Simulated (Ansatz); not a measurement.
Wavefunction ladder for C2H8AlBO (`[BH2][AlH][CH2]CO`)

Z-matrix (Å, degrees):
```
C
Al 1 1.972
C 1 1.514 2 116.5
H 1 1.100 2 107.0 3 124.0
H 1 1.099 2 107.3 3 -123.4
B 2 2.119 1 122.5 3 1.1
H 2 1.597 1 117.0 3 -179.0
O 3 1.416 1 114.0 2 -174.3
H 3 1.094 1 110.7 2 -56.4
H 3 1.101 1 110.1 2 61.3
H 6 1.201 2 123.1 1 89.2
H 6 1.201 2 122.9 1 -90.9
H 8 0.961 3 107.8 1 -52.2
```

Charge 0, multiplicity 1. The geometry is a stationary point of PBE0-D4/def2-TZVP. It is one conformer, not always the lowest. Frozen core, restricted reference, the Gaussian-basis code of Ansatz. CBS rows extrapolate triple and quadruple zeta; past MP2 they add the triple-zeta difference.

| basis | HF (Eh) | MP2 corr. | CCSD corr. | (T) | CCSD(T) total |
| --- | --- | --- | --- | --- | --- |
| def2-SVP | -421.58353 | -0.61343 | ? | ? | ? |
| def2-TZVPP | ? | -0.76546 | -0.82032 | -0.02975 | ? |
| def2-QZVPP | -421.89233 | -0.81921 | – | – | – |
| CBS(def2) | ? | -0.85902 | -0.91387 | as TZ | ? |

**Question.** Fill in the withheld values. (Best estimate.)

**Answer.** Computed: def2-SVP CCSD corr.: -0.67712; def2-SVP (T): -0.01753; def2-SVP CCSD(T) total: -422.27818; def2-TZVPP HF (Eh): -421.87658; def2-TZVPP CCSD(T) total: -422.72665; CBS(def2) HF (Eh): -421.89450; CBS(def2) CCSD(T) total: -422.83812.
